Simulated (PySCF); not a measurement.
Vertical excitations of a molecule C6H8 from TDA-PBE/def2-SVPD in PySCF, as energy in eV (oscillator strength): 5.64 (0.005), 5.86 (0.001), 6.05 (0.000), 6.24 (0.010), 6.37 (0.002), 6.53 (0.001), 6.55 (0.018), 6.61 (0.124), 6.81 (0.009), 6.92 (0.029). Lowest triplet (TDA): 5.10 eV. Coordinates come from a B3LYP-D3(BJ)/def2-SVP optimisation. One conformer was computed; it need not be the lowest.

Task: Identify the compound among the candidates.
A) C=C1CCC1=C
B) C#CC1CCC1
C) CC#CC1CC1
D) C#CC=C(C)C

Result: C, CC#CC1CC1
